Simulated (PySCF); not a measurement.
BiBr2, charge +2, quartet, at a GFN2-xTB geometry of the parent state (such geometries of metal compounds can be far from the true shape) (a state made from the parent by changing its charge; the spin is typed, not shown lowest) (core potentials on Bi).

Input for PySCF:
```python
from pyscf import gto, scf, dft

mol = gto.Mole()
mol.atom = '''
    Bi    0.671282    0.356821    0.221934
    Br   -1.134302    0.941785   -1.434148
    Br   -0.457595   -1.787960    0.907847
'''
mol.basis = 'def2-tzvp'
mol.ecp = {'Bi': 'def2-tzvp'}
mol.charge = 2
mol.spin = 3
mol.verbose = 4
mol.build()

mf = dft.UKS(mol)
mf.xc = 'camb3lyp'
mf = mf.density_fit(auxbasis='def2-universal-jkfit')
mf.kernel()
mf.analyze()
```

**Question.** What number of basis functions does DF-CAMB3LYP/def2-TZVP in PySCF give?

**Answer.** 146

**Question.** What total energy does DF-CAMB3LYP/def2-TZVP give?

**Answer.** -5362.2686 Eh

**Question.** What is the computed <S^2> (DF-CAMB3LYP/def2-TZVP)?

**Answer.** 3.768

**Question.** Predict the HOMO energy from DF-CAMB3LYP/def2-TZVP.

**Answer.** -17.92 eV

**Question.** Estimate the nuclear repulsion energy that DF-CAMB3LYP/def2-TZVP returns for this input.

**Answer.** 515.3547 Eh

These values belong to the state on which the SCF converged, which isn't shown to be the lowest.
